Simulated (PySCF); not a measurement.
**Working out the ionisation energy of Kr²⁺**

Kr²⁺ [Ar] 3d10 4s2 4p4 (3P) → Kr³⁺ [Ar] 3d10 4s2 4p3 (4S). All numbers are calculated (PySCF 2.14, the spin-free X2C one-electron Hamiltonian (Gaussian nucleus), in jorge-DZP-DKH (8s6p2d1f, 43 functions)). Frozen: [Ar] 3d10. Energies in hartree (1 hartree = 27.21139 eV):

```
            part  Kr²⁺ (lower)  Kr³⁺ (upper)
             UHF  -2786.669185  -2785.414276
CCSD correlation     -0.041575     -0.035709
             (T)     -0.000280     -0.000156
```

Q: What does Hartree-Fock give?

A: (-2785.414276) − (-2786.669185) = 1.254909 hartree = 34.148 eV.

Q: What do CCSD and CCSD(T) give?

A: The CCSD correlation energies differ by 0.005866 hartree = 0.160 eV and the triples by 0.000124 hartree = 0.003 eV, so CCSD gives 34.308 eV and CCSD(T) 34.311 eV.

Reference: 35.838 ± 0.02 eV (measured; NIST Atomic Spectra Database, ionization energies), between the lowest levels; spin-orbit coupling is absent from the calculation.

A double-zeta basis recovers only part of the correlation energy.

What remains against the reference includes basis incompleteness, the frozen core and higher excitations.
